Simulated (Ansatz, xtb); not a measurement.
Ligand exchange: C2H5Br + NaI → CH2BrI + CH3Na

Species: C2H5Br (bromoethane) `CCBr`, singlet; NaI (Sodium Iodide), singlet; CH2BrI (bromoiodomethane) `BrCI`, singlet; CH3Na `[CH3][Na]`, singlet. The partners trade CH3 for I: C–CH3 and Na–I bonds give way to C–I and Na–CH3.

Shapes, held fixed at every level: PBE0-D4/def2-TZVP. Programs: Ansatz 0.2.0, xtb 6.7.1. The zero-point and thermal change to 298 K, harmonic and unscaled (PBE0-D4/def2-TZVP), is -14.4 kJ/mol.

```
               level                   kind  ΔH(298 K) (kJ/mol)  less CCSD(T)/def2-TZVPP
            GFN0-xTB         semi-empirical              +176.0                   -141.8
r2SCAN-D4/def2-TZVPP               meta-GGA              +327.3                     +9.5
 BHLYP-D4/def2-TZVPP          global hybrid              +339.1                    +21.3
   B2PLYP/def2-TZVPP          double hybrid              +316.9                     -0.9
        MP2/def2-SVP    perturbation theory              +360.1                    +42.3
      MP2/def2-TZVPP    perturbation theory              +319.0                     +1.2
    CCSD(T)/def2-SVP  coupled cluster or CI              +354.7                    +36.9
       CCSD/def2-SVP  coupled cluster or CI              +362.0                    +44.2
  CCSD(T)/def2-TZVPP  coupled cluster or CI              +317.8                      0.0
```

The highest level, CCSD(T)/def2-TZVPP, gives ΔH(298 K) = +317.8 kJ/mol; the levels span +176.0 to +362.0. GFN0-xTB strays far from the other rows. The column of differences is taken from that level and isn't an error. No measured value is set beside it here. For atoms past krypton def2 sets carry core potentials with scalar relativity. Relativity is left out for Br unless named. Correlated rows may include outer-core shells of Br, I, Na, which these sets cover unevenly.
